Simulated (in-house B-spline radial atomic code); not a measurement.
**RPA and G0W0 on TPSS: Kr6+**

Configuration [Ar] 3d10 4s2, mean-field start TPSS. Computed with a B-spline radial code for spherical atoms: all electrons, scalar-relativistic (spin-free one-electron X2C), finite nucleus, each spin shell either full or empty, empty states to l = 9 with an (l + 1/2)⁻⁴ tail; G0W0 by contour deformation at full frequency.

Command:
```bash
python run_gw.py task.json out
```
Settings (radii: box in bohr, nucleus in fm):
```
Z                        36
electrons                30
configuration            [Ar] 3d10 4s2
hamiltonian              x2c
method                   tpss,tpss
lmax                     9
rms_radius               4.1884
spin_polarised           False
box_radius               9.29
intervals                67
ion_configuration        [Ar] 3d10 4s1
```

Cost of the run: 3.1 s on 1 thread of AMD EPYC 7R13 Processor, on a shared host.

Energies (hartree):

| term | value |
| --- | --- |
| mean-field total | -2780.21274 |
| Hartree-Fock functional on these orbitals | -2778.63960 |
| direct second order | -2.6391 |
| second-order exchange | 0.77047 |
| SOSEX correction | 0.70852 |

Q: What is the RPA correlation energy, and what remains with SOSEX?

A: RPA gives -2.3153 hartree (-2.1 eV per electron); RPA + SOSEX gives -1.6068, and the second-order doubles -1.8686 hartree (no singles). RPA lacks exchange-type terms and so overcorrelates at short range.

Quasi-particle levels (eV):

```
level  occupied  mean field  Σx - vxc     Σc  QP weight     G0W0
   4s       yes     -102.12     -5.22      ?          ?        ?
   3d       yes     -173.44    -21.10   3.71      0.942  -190.82
   4p        no      -84.15      7.74  -1.84      0.963   -78.25
```

G0W0 = mean field + (Σx - vxc) + Σc, with Σc (partial-wave tail included) taken at the quasi-particle energy. Only the outer levels were computed. Levels of low weight are left out.

Q: Where does G0W0 put 4s?

A: At -109.86 eV, with Σc = -2.53 eV and a quasi-particle weight of 0.966. The tabulated removal energy is 109.13 ± 0.05 eV (NIST, tabulated theory); the calculation leaves out spin-orbit coupling, Breit and QED terms, and what these don't explain is the method's own error.

Q: What does it cost to remove one electron (to [Ar] 3d10 4s1) by differences of total energies, each species on its own start (correlation terms add to the Hartree-Fock functional)?

A: TPSS 109.28 eV, Hartree-Fock functional 106.91 eV, + RPA 109.70 eV, + RPA + SOSEX 109.05 eV, + second order 110.04 eV. Tabulated: 109.13 ± 0.05 eV (NIST, tabulated theory); the calculation leaves out spin-orbit coupling, Breit and QED terms, and what these don't explain is the method's own error.
